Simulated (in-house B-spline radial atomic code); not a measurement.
A radial electron density 4πr²n(r) was computed for an atom or ion in its tabulated ground configuration with a B-spline radial code for spherical atoms; method: non-relativistic Hartree-Fock, average of configuration. Columns: r (bohr), 4πr²n(r) (electrons per bohr), bar.

```
 0.00135    1.562 #
 0.00164    2.242 #
   0.002    3.221 ##
 0.00243    4.562 ###
 0.00295    6.397 ####
 0.00359     8.91 #####
 0.00437    12.25 #######
 0.00531    16.53 #########
 0.00646    21.92 #############
 0.00786    28.39 ################
 0.00956    35.73 ####################
  0.0116    43.36 #########################
  0.0141    50.65 #############################
  0.0172    56.54 ################################
  0.0209     59.7 ##################################
  0.0254    59.68 ##################################
   0.031    56.85 ################################
  0.0376    53.39 ##############################
  0.0458    52.21 ##############################
  0.0557    55.97 ################################
  0.0677    64.46 #####################################
  0.0824    73.62 ##########################################
     0.1    77.04 ############################################
   0.122    71.22 #########################################
   0.148    60.33 ##################################
    0.18    53.37 ##############################
   0.219    55.98 ################################
   0.267    62.22 ####################################
   0.324    59.71 ##################################
   0.395    44.43 #########################
    0.48    26.65 ###############
   0.584    17.84 ##########
    0.71    18.59 ###########
   0.864     20.4 ############
    1.05     17.6 ##########
    1.28    11.49 #######
    1.55    5.985 ###
    1.89     2.42 #
     2.3   0.7751 
     2.8   0.1847 
     3.4  0.03086 
    4.14  0.00308
```

(1) Which atom or ion is it?
A. Cd3+
B. In3+
C. Pd3+
D. Cd2+

## Answers

(1) A. The area under the curve, ∫4πr²n dr = ∫r·4πr²n d(ln r) on this logarithmic grid, is 45 electrons, which only this option has. The configuration is [Kr] 4d9.
